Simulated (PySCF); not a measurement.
B(H)(Me)(OH) (CH₅BO), SMILES CBO. Atoms are numbered in the order given.

```xyz
8

B      0.5244     0.1352     0.0000
H      1.7152     0.2479     0.0000
C     -0.1655    -1.2724     0.0000
H      0.1596    -1.8506    -0.8713
H      0.1596    -1.8506     0.8713
H     -1.2590    -1.2457     0.0000
O     -0.1608     1.3075     0.0000
H     -1.1187     1.1970     0.0000
```

Coordinates come from a B3LYP-D3(BJ)/def2-TZVP optimisation. One conformer was computed; it need not be the lowest.

Calculation: B3LYP-D3(BJ)/def2-TZVP (PySCF).

Frequencies are harmonic and unscaled.

| mode | ν (cm⁻¹) | IR (km/mol) | moving atoms (share of kinetic energy) |
|---|---|---|---|
| 1 | 116 | 2.3 | H 86 %, B 9 % |
| 2 | 394 | 10.7 | H 41 %, O 23 %, B 21 %, C 15 % |
| 3 | 567 | 61.7 | H 84 % |
| 4 | 781 | 47.7 | H 90 % |
| 5 | 790 | 0.4 | H 57 %, C 29 %, O 9 % |
| 6 | 930 | 49.5 | H 59 %, B 18 %, C 16 % |
| 7 | 991 | 31.3 | H 54 %, B 34 %, C 11 % |
| 8 | 1080 | 28.3 | H 74 %, O 12 %, C 9 % |
| 9 | 1190 | 68.0 | H 67 %, B 22 %, O 10 % |
| 10 | 1326 | 23.7 | H 66 %, C 14 %, B 14 % |
| 11 | 1380 | 311.4 | B 44 %, H 31 %, O 14 %, C 10 % |
| 12 | 1458 | 4.4 | H 96 % |
| 13 | 1475 | 15.7 | H 85 %, B 9 % |
| 14 | 2600 | 153.4 | H 91 %, B 9 % |
| 15 | 3010 | 3.8 | H 97 % |
| 16 | 3064 | 9.4 | H 91 %, C 9 % |
| 17 | 3075 | 31.6 | H 91 %, C 9 % |
| 18 | 3792 | 31.7 | H 94 % |
